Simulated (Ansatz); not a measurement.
The same path of AlH8NOSi2 (13 atoms, charge 0, multiplicity 1) was run 3 times with different band settings. The coordinate that changes most is the height of N1 over the plane of its neighbours.

The calculation used Ansatz, RKS B3LYP-D4/cc-pVDZ.

Relaxed end points:

```xyz
13
Properties=species:S:1:pos:R:3
N -0.519 1.105 1.709
Si -1.379 0.979 0.182
O -1.091 2.211 -0.966
Al -0.694 -1.278 -0.527
Si 1.748 -1.665 -0.650
H 0.487 0.948 1.710
H -0.739 1.876 2.339
H -2.819 1.196 0.510
H -0.205 2.208 -1.352
H -1.700 -2.474 -0.855
H 2.255 -1.298 -2.020
H 2.484 -0.772 0.313
H 2.194 -3.072 -0.379
```

```xyz
13
Properties=species:S:1:pos:R:3
N -0.580 0.637 1.950
Si -1.380 0.927 0.413
O -1.059 2.423 -0.347
Al -0.662 -1.040 -0.884
Si 1.771 -1.471 -1.051
H 0.429 0.500 1.949
H -0.837 1.209 2.755
H -2.834 1.047 0.732
H -0.153 2.523 -0.672
H -1.658 -2.084 -1.570
H 2.245 -1.514 -2.477
H 2.581 -0.408 -0.360
H 2.155 -2.782 -0.423
```

Common settings: spring 5.0 eV/Å²; optimiser quadratic models (default); force threshold 0.03 eV/Å; end points relaxed.

| run | movable images | climbing image | start path | iteration limit |
| --- | --- | --- | --- | --- |
| 1 | 5 | yes | IDPP | 43 |
| 2 | 5 | yes | straight line | 31 |
| 3 | 2 | no | IDPP | 60 |

(1) What does each run give, and how far can it be trusted?

Answers

(1) Run 1: converged after 3 iterations, highest image 0.003 eV above the first end. The highest image is an end point: on this band no image between the ends rises above it.
Run 2: converged after 5 iterations, highest image 0.003 eV above the first end. The highest image is an end point: on this band no image between the ends rises above it.
Run 3: converged after 3 iterations, highest image 0.003 eV above the first end. The highest image is an end point: on this band no image between the ends rises above it. So few images can step over the top or miss a turn of the path.
